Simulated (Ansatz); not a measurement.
Cost and result for the atomization energy of C$_{2}$H$_{5}$FSSi (`C=C(F)S[SiH3]`) (10 atoms, 9 bonds).

```xyz
10

C     1.0178   -1.9505   -0.3257
C     0.7800   -0.6507   -0.2921
F     0.7890    0.0697   -1.4246
S     0.5079    0.2923    1.1611
Si   -1.0691    1.5828    0.4735
H     1.2629   -2.4338   -1.2623
H     0.9771   -2.5339    0.5816
H    -1.5161    2.2636    1.7125
H    -2.1679    0.7805   -0.1168
H    -0.5818    2.5799   -0.5073
```

Total charge 0; spin multiplicity 1. All single points use the PBE0-D4/def2-TZVP geometry. It is one conformer, not always the lowest. Program: Ansatz. All runs use 4 threads of an Arm Neoverse V1 on a shared host. Times are those of one run each, without the atoms' runs, and a repeat can differ threefold. Electronic energies, without spin–orbit coupling; frozen cores. CCSD(T)/CBS adds CCSD(T) − MP2 in def2-TZVPP to the MP2 limit, and its time is that of the two runs behind it. T1 = 0.013. B3LYP takes the VWN-RPA correlation (the form of Gaussian; ORCA's B3LYP/G).

CCSD(T)/CBS is a level of theory with its own doubt, some kJ/mol a heavy atom from the limit and from the frozen cores, so smaller differences don't rank the functionals.

```tsv
level	functions	wall time	atomization (kJ/mol)	difference from CCSD(T)/CBS	per bond
PBE-D4/def2-TZVPP (with forces)	247	2.5 s	3666.2	88.2	9.8
PBE0-D4/def2-TZVPP	247	3.1 s	3591.8	13.8	1.5
B3LYP-D4/def2-TZVPP (with forces)	247	4.7 s	3577.3	-0.7	-0.1
r2SCAN-D4/def2-TZVPP (with forces)	247	4.9 s	3602.0	24.0	2.7
B2PLYP/def2-TZVPP	247	5.5 s	3534.3	-43.7	-4.9
ωB97X-V/def2-TZVPP	247	8 s	3599.8	21.8	2.4
ωB97M-V/def2-TZVPP (with forces)	247	11 s	3597.8	19.8	2.2
MP2/def2-QZVPP	461	20 s	3599.2	21.2	2.4
CCSD(T)/def2-TZVPP	247	2.2 min	3477.4	-100.6	-11.2
CCSD(T)/CBS(def2)	–	2.5 min	3578.0	0.0	0.0
```

The D4 term adds +37.6 kJ/mol with B3LYP and +19.6 kJ/mol with PBE0; it sums over pairs of atoms, weighted by their polarisabilities, and B3LYP, whose exchange is more repulsive, gets the larger term. In def2-TZVPP, CCSD(T) changes the Hartree–Fock value by +896.2 kJ/mol (the triples alone add +62.8 kJ/mol) and MP2 by +958.7 kJ/mol; breaking electron pairs costs correlation energy, which Hartree–Fock lacks. From PBE to PBE0 (25 % exact exchange), in def2-TZVPP and without D4, the atomization energy moves by −70.8 kJ/mol: exact exchange takes away binding that semilocal exchange gives to molecules.
